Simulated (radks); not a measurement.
Trend from Mg to Ar: ionisation energy by Delta-SCF between NIST ground configurations, and size. All-electron calculation, Dirac Kohn-Sham, LDA (Slater exchange, Perdew-Wang correlation), spin-unpolarised, spherical densities, point nucleus; open shells fill j = l - 1/2 first. Program: a radial shooting solver on a logarithmic mesh with Libxc functionals.

species  configuration  configuration of the ion  IE (eV)  NIST (eV)  kind  outermost  <r> outermost (bohr)
Mg            [Ne] 3s2                  [Ne] 3s1    8.068      7.646  exp.      3s1/2                  3.13
Al        [Ne] 3s2 3p1                  [Ne] 3s2    5.852      5.986  exp.      3p1/2                  3.43
Si        [Ne] 3s2 3p2              [Ne] 3s2 3p1    7.838      8.152  exp.      3p1/2                  2.79
P         [Ne] 3s2 3p3              [Ne] 3s2 3p2    9.780     10.487  exp.      3p3/2                  2.38
S         [Ne] 3s2 3p4              [Ne] 3s2 3p3   11.814     10.360  exp.      3p3/2                  2.08
Cl        [Ne] 3s2 3p5              [Ne] 3s2 3p4   13.914     12.968  exp.      3p3/2                  1.85
Ar                [Ar]              [Ne] 3s2 3p5   16.090     15.760  exp.      3p3/2                  1.67

Reference values: NIST Atomic Spectra Database (exp. = measured, semi-emp. = semi-empirical, theory = theoretical value adopted there). Spin polarisation and multiplet splitting are left out, so open shells lie too high by an amount that depends on their filling.

Beside tabulated values, note that spin-unpolarised runs miss the spin-polarisation part of the exchange energy of open shells.
